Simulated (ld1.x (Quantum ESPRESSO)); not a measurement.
indium (In), PAW: configuration errors across variants

In (Z = 49), PAW, made with ld1.x (Quantum ESPRESSO) 7.5 (PBE, scalar-relativistic). Core [Kr], reference 4d10 5s2 5p1. Waves: 5s (bound): rcut 1.70, rcutus 2.00 bohr; 5s channel at 0.25 Ry: rcut 1.70, rcutus 2.00 bohr; 5p (bound): rcut 3.00, rcutus 3.20 bohr; 5p channel at 0.45 Ry: rcut 3.00, rcutus 3.20 bohr; 4d (bound): rcut 1.15, rcutus 1.50 bohr; 4d channel at -0.9 Ry: rcut 1.15, rcutus 1.50 bohr. Local part: all-electron potential smoothed inside 1.55 bohr (lloc = -1). Core correction: Bessel-smoothed model core, default radius (core density twice the valence density). Augmentation charge: BESSEL, radius 0.80 bohr.

All-electron excitation energies from the reference (eV): (1) 4d10 5s2 5p0 5.363; (2) 4d10 5s1 5p0 24.598; (3) 4d10 5s0 5p0 52.918; (4) 4d10 5s1 5p1 11.956; (5) 4d10 5s2 5p0.5 1.940; (6) 4d10 5s0 5p3 11.947; (7) 4d10 5s2 5p1.3 -0.532.

A true bound ghost makes a file unfit for plane-wave use even where its test errors are small: the radial tests pick states by their node count and pass the ghost by.

Errors AE − PS in meV (a dash: test not solved or not reliable):

```csv
change,(1),(2),(3),(4),(5),(6),(7),bound ghosts
base,+10,-4.3,-21,+5.7,+1.1,+129,+0.7,s
local potential all-electron potential smoothed inside 1.34 bohr (lloc = -1),+2.8,-5.4,-20,-0.6,0.0,+48,+0.3,"s, p"
local potential all-electron potential smoothed inside 1.66 bohr (lloc = -1),+33,+19,-5.2,+7.0,+5.5,+227,+0.8,s
local potential all-electron potential smoothed inside 2.32 bohr (lloc = -1),+2.6,-0.3,-11,-2.3,+0.1,+5.6,+0.1,none
local potential all-electron potential smoothed inside 2.74 bohr (lloc = -1),-1.6,-4.0,-13,-2.9,-0.5,+0.7,0.0,s
local potential all-electron potential smoothed inside 2.96 bohr (lloc = -1),-0.3,-3.6,-13,-2.4,-0.3,+0.1,0.0,none
local potential all-electron potential smoothed inside 3.32 bohr (lloc = -1),-0.6,-3.7,-15,-2.6,-0.4,-0.3,0.0,none
local potential all-electron potential smoothed inside 3.66 bohr (lloc = -1),-0.5,-3.6,-17,-2.7,-0.4,-0.6,0.0,none
```

(1) Give the same row for: local potential all-electron potential smoothed inside 2.06 bohr (lloc = -1).

Answers

(1) +5.6, +3.4, -7.6, -2.1, +0.7, +17, +0.1; bound ghosts: none.
